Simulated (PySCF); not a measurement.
# Which orbitals make which state

Compound: C6H10N2.
SMILES: `N(=C\C=C)/N=C\CC`

Method used: PySCF 2.14.0, density-fitted response routines, TDDFT B3LYP/def2-SVPD, vertical, gas phase, core orbitals frozen in the response. The structure is a single GFN2-xTB conformer in the gas phase; no vibrational or solvent corrections. Torsions of this conformer, `[CH2:1]=[CH:2]/[CH:3]=[N:4]/[N:5]=[CH:6]\[CH2:7][CH3:8]`: C1–C2–C3–N4 179°, C3–N4–N5–C6 103°, N5–C6–C7–C8 -129°.

Orbital energies (eV): HOMO-3 -9.65, HOMO-2 -8.36, HOMO-1 -6.78, HOMO -6.15, LUMO -1.27, LUMO+1 -0.31, LUMO+2 0.47.

Computed singlets:

| state | E (eV) | f |
| --- | --- | --- |
| S1 | 4.28 | 0.018 |
| S2 | 4.56 | 0.072 |
| S3 | 5.07 | 0.646 |
| S4 | 5.89 | 0.010 |
| S5 | 6.02 | 0.423 |
| S6 | 6.34 | 0.0082 |
| S7 | 6.37 | 0.016 |
| S8 | 6.48 | 0.020 |

Problem. Which orbital pair leads each of S1, S2, S3, S4, S5 and S8, and how does its energy difference Δε compare with the excitation energy?

Solution. 

```
state  leading configuration  weight  Δε (eV)  E (eV)  E − Δε (eV)      f    other configurations
   S1            HOMO-1→LUMO    0.87     5.51    4.28        -1.23  0.018                       –
   S2            HOMO→LUMO+1    0.64     5.84    4.56        -1.28  0.072  H→L (22%), H-1→L (11%)
   S3              HOMO→LUMO    0.67     4.88    5.07        +0.19  0.646             H→L+1 (27%)
   S4            HOMO→LUMO+2    0.95     6.62    5.89        -0.73  0.010                       –
   S5          HOMO-1→LUMO+1    0.77     6.47    6.02        -0.45  0.423             H-2→L (14%)
   S8          HOMO-1→LUMO+2    0.88     7.25    6.48        -0.77  0.020                       –
```

E − Δε runs from -1.28 to +0.19 eV. By orbital difference alone the order would be S3, S1, S2, S5, S4, S8.

H and L stand for HOMO and LUMO. The other states: S6 6.34 eV, f 0.0082, H→L+3 (54%), H→L+4 (21%), H-2→L (14%); S7 6.37 eV, f 0.016, H→L+3 (42%), H→L+4 (32%), H-2→L (11%).

Problem. Pair triplets and singlets of the same leading configuration (75% or more in both) and give the splittings.

Solution. 

```json
{"configuration": "HOMO-1→LUMO", "triplet": "T2", "E(T) (eV)": "3.74", "singlet": "S1", "E(S) (eV)": "4.28", "E(S) − E(T) (eV)": "+0.54"}
```

The 3 triplets are Tamm–Dancoff values, the singlets full response.

Summed over the main configurations (up to three a state, each over 8%) of all 8 singlets, the electron leaves HOMO with weight 4.25, HOMO-1 with weight 2.62 and HOMO-2 with weight 0.39.

Time: 46 s of wall time. Hardware: an Arm Neoverse V1 with one thread (shared host).
